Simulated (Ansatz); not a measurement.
`N[B]([SiH3])[GeH3]` and `BB(N)[SiH3]` differ in one atom or group.

Ansatz, PBE0-D4/def2-TZVP geometries, multiplicity 1. Each molecule was computed in one conformer, which needn't be the lowest.

Scalar relativity is left out up to krypton.

```
                                          property  `N[B]([SiH3])[GeH3]`
size of the dipole moment (ωB97M-V/def2-TZVPP) / D                  2.69
    size of the dipole moment (PBE/def2-TZVPP) / D                  2.70
               LUMO energy (B3LYP/def2-TZVPP) / eV                 -1.18
           HOMO–LUMO gap (ωB97M-V/def2-TZVPP) / eV                 10.37
  size of the dipole moment (B3LYP/def2-TZVPP) / D                  2.67
              HOMO–LUMO gap (PBE0/def2-TZVPP) / eV                  6.34
```

(1) What does the change do to each property? (Estimate.)

Results:

(1) The calculation gave: 
```tsv
property	`BB(N)[SiH3]`	shift
size of the dipole moment (ωB97M-V/def2-TZVPP) / D	2.51	-0.18
size of the dipole moment (PBE/def2-TZVPP) / D	2.55	-0.15
LUMO energy (B3LYP/def2-TZVPP) / eV	-1.92	-0.74
HOMO–LUMO gap (ωB97M-V/def2-TZVPP) / eV	9.51	-0.86
size of the dipole moment (B3LYP/def2-TZVPP) / D	2.48	-0.19
HOMO–LUMO gap (PBE0/def2-TZVPP) / eV	5.55	-0.79
```

With PBE0 the HOMO rises by 0.08 eV and the LUMO falls by 0.71 eV, so the gap narrows by about 0.79 eV. PBE moves the HOMO by 0.12 eV and ωB97M-V by 0.02 eV. Dipoles are sizes alone; their direction can turn.

B3LYP here is the variant with VWN-RPA as its local correlation; programs differ in this.
